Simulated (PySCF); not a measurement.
**SMILES [O-][n+]1ccccn1, C4H4N2O**

Cartesian coordinates in Å; atom numbers follow the order of the lines, from 1:
```xyz
11

O    -2.1440   -1.6592   -0.1211
N    -1.1518   -0.9500    0.0171
C    -1.2745    0.4224    0.0104
C    -0.1699    1.2278    0.1648
C     1.0811    0.6357    0.3287
C     1.0997   -0.7542    0.3209
N     0.0363   -1.5324    0.1724
H    -2.2980    0.7668   -0.1248
H    -0.3013    2.3119    0.1550
H     1.9939    1.2170    0.4558
H     2.0360   -1.3077    0.4427
```

Level of theory: PySCF, TDDFT CAM-B3LYP/def2-TZVPD excited states, vertical, gas phase. Geometry: PBE0-D3(BJ)/def2-SVP.

(1) Give the one- and two-photon strengths of the lowest singlets.

## Answers

(1) δ for parallel linear polarisation; σ at the peak of a Lorentzian of half width 0.1 eV, single beam; Ω is circular over linear.
```csv
state,E (eV),f,photon λ (nm),δ (au),σ (GM),Ω,main
S1,4.40,0.000,563,<0.1,0.00,–,HOMO−1→LUMO 0.91
S2,4.45,0.060,557,13.5,0.10,1.38,"HOMO→LUMO+1 0.57, HOMO→LUMO 0.35"
S3,4.98,0.228,498,2.68,0.02,1.31,"HOMO→LUMO 0.58, HOMO→LUMO+1 0.36"
S4,5.41,0.004,459,0.32,0.00,1.50,"HOMO−2→LUMO 0.85, HOMO−1→LUMO+1 0.09"
S5,5.67,0.000,437,0.16,0.00,1.50,"HOMO−1→LUMO+1 0.60, HOMO−2→LUMO+1 0.24"
S6,6.07,0.000,408,0.52,0.01,1.50,"HOMO−2→LUMO+1 0.72, HOMO−1→LUMO+1 0.24"
```

Among these, the strongest one-photon state is S3, the strongest two-photon state S2, with a dipole change of 1.5 D (relaxed, norm of the difference vector).
